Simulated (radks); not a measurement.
Coulomb parameter of the 5d shell of neutral gold in the model configuration [Xe] 4f14 5d8 6s1 6p2, as a second difference U = [E(n + 0.5) + E(n - 0.5) - 2 E(n)] / (0.5)^2 with all orbitals relaxed. "Bare": the charge of the atom changes with n. "Screened": the 6p shell takes up the change at fixed total charge, which measures U(5d,5d) + U(6p,6p) - 2 U(5d,6p). Method: scalar-relativistic Kohn-Sham, SCAN, spin-unpolarised, spherical densities, finite nucleus; meta-GGA in the generalised Kohn-Sham scheme; Fermi nuclear charge, rms radius 5.4371 fm; computed with a radial shooting solver on a logarithmic mesh with Libxc functionals.

\begin{tabular}{lrr}
case & configuration & E - E(n) (eV) \\ \hline
start & [Xe] 4f14 5d8 6s1 6p2 & 0.000 \\
bare +0.5 & [Xe] 4f14 5d8.5 6s1 6p2 & -6.331 \\
bare -0.5 & [Xe] 4f14 5d7.5 6s1 6p2 & 8.823 \\
screened +0.5 & [Xe] 4f14 5d8.5 6s1 6p1.5 & -5.578 \\
screened -0.5 & [Xe] 4f14 5d7.5 6s1 6p2.5 & 6.218 \\
\end{tabular}

U(bare) = 9.969 eV, U(screened by 6p) = 2.562 eV, against the Slater integral F0(5d,5d) = 16.576 eV with frozen orbitals. The step up makes a negative ion, whose loosely bound charge lowers the bare value.
